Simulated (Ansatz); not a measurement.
Geometry optimisation, Ansatz, RKS PBE0-D4/def2-SVP.

input.yaml

```yaml
crystal:
  periodic: [false, false, false]
  atoms:
    - { symbol: W, position_ang: [0.0, 0.0, 0.0] }
    - { symbol: F, position_ang: [0.0, 0.0, 2.2] }
    - { symbol: H, position_ang: [1.72, 0.0, 0.0] }
    - { symbol: H, position_ang: [0.0, 1.72, 0.0] }
    - { symbol: F, position_ang: [-1.85, 0.0, 0.0] }
    - { symbol: H, position_ang: [0.0, -1.72, 0.0] }
    - { symbol: H, position_ang: [0.0, 0.0, -1.72] }
    - { symbol: "N", position_ang: [1.5641, 1.6294, 0.7505] }
    - { symbol: H, position_ang: [2.4032, 1.3328, 1.3263] }
    - { symbol: Si, position_ang: [1.3195, 3.3845, 0.3356] }
    - { symbol: H, position_ang: [1.0394, 3.5135, -1.0914] }
    - { symbol: H, position_ang: [0.1949, 3.9141, 1.1014] }
    - { symbol: H, position_ang: [2.5276, 4.1358, 0.6637] }
    - { symbol: H, position_ang: [0.9033, 0.941, 1.8973] }
basis:
  gaussian: { orbitals: def2-SVP }
hamiltonian:
  xc: pbe0
  dispersion: d4
relax:
  f_tol: 0.15
  max_steps: 25
  restrain:
    - { distance: [0, 7], at: 2.08, k: 30.0 }
    - { distance: [13, 1], at: 0.92, k: 30.0 }
    - { distance: [0, 1], at: 3.05, k: 30.0 }
    - { distance: [13, 7], at: 2.26, k: 30.0 }
output:
  orbitals: {}
```

Command:

```bash
$ ansatz run input.yaml --threads 4 --pin off --max-ram 5120MiB --backend cpu --events-out ev --progress --plain --runs-dir out
```

Problem. Where does it end, and by what steps?

Solution. The forces met the threshold. The restraints hold the end off the free minimum; the threshold counts their pulls, which the force column leaves out. Restrained pairs: W1–N8 (2.38 → 2.06 Å), F2–H14 (1.34 → 0.93 Å), W1–F2 (2.20 → 3.05 Å), N8–H14 (1.49 → 2.25 Å). After 17 steps the energy has fallen by 5.474 eV (the restraints' own energy left out); F5 moved furthest, 1.29 Å.

```json
{"step": "0", "energy less start (eV)": "0.0000", "largest force component (eV/Å)": "5.359", "accepted": "yes"}
{"step": "1", "energy less start (eV)": "-0.1375", "largest force component (eV/Å)": "4.770", "accepted": "yes"}
{"step": "2", "energy less start (eV)": "-0.8570", "largest force component (eV/Å)": "2.603", "accepted": "yes"}
{"step": "3", "energy less start (eV)": "-1.9707", "largest force component (eV/Å)": "3.128", "accepted": "yes"}
{"step": "4", "energy less start (eV)": "-3.1055", "largest force component (eV/Å)": "4.078", "accepted": "yes"}
{"step": "5", "energy less start (eV)": "-4.1356", "largest force component (eV/Å)": "0.982", "accepted": "yes"}
{"step": "6", "energy less start (eV)": "-4.6226", "largest force component (eV/Å)": "0.804", "accepted": "yes"}
{"step": "7", "energy less start (eV)": "-4.8501", "largest force component (eV/Å)": "0.887", "accepted": "yes"}
{"step": "8", "energy less start (eV)": "-4.9833", "largest force component (eV/Å)": "0.802", "accepted": "yes"}
{"step": "9", "energy less start (eV)": "-5.0949", "largest force component (eV/Å)": "0.768", "accepted": "yes"}
{"step": "10", "energy less start (eV)": "-5.2027", "largest force component (eV/Å)": "0.945", "accepted": "yes"}
{"step": "11", "energy less start (eV)": "-5.3197", "largest force component (eV/Å)": "1.325", "accepted": "yes"}
{"step": "12", "energy less start (eV)": "-5.3268", "largest force component (eV/Å)": "2.202", "accepted": "no"}
{"step": "13", "energy less start (eV)": "-5.4260", "largest force component (eV/Å)": "0.797", "accepted": "yes"}
{"step": "14", "energy less start (eV)": "-5.4625", "largest force component (eV/Å)": "0.477", "accepted": "yes"}
{"step": "15", "energy less start (eV)": "-5.4691", "largest force component (eV/Å)": "0.738", "accepted": "yes"}
{"step": "16", "energy less start (eV)": "-5.4741", "largest force component (eV/Å)": "0.581", "accepted": "yes"}
{"step": "17", "energy less start (eV)": "-5.4739", "largest force component (eV/Å)": "0.603", "accepted": "yes"}
```

```xyz
14
Properties=species:S:1:pos:R:3
W -0.054 0.190 -0.191
F 0.037 0.684 2.818
H 1.400 -0.642 -0.142
H -0.664 1.674 0.394
F -1.525 -0.336 -1.207
H 0.134 -1.080 0.886
H 0.824 0.113 -1.600
N 1.466 1.494 0.277
H 2.417 1.202 0.069
Si 1.284 3.246 0.407
H 0.684 3.846 -0.823
H 0.418 3.563 1.578
H 2.636 3.847 0.625
H 0.764 1.051 2.372
```

Time of the run: 70 s on 4 threads of Arm Neoverse V2, on a shared host, peak memory 0.4 GiB.
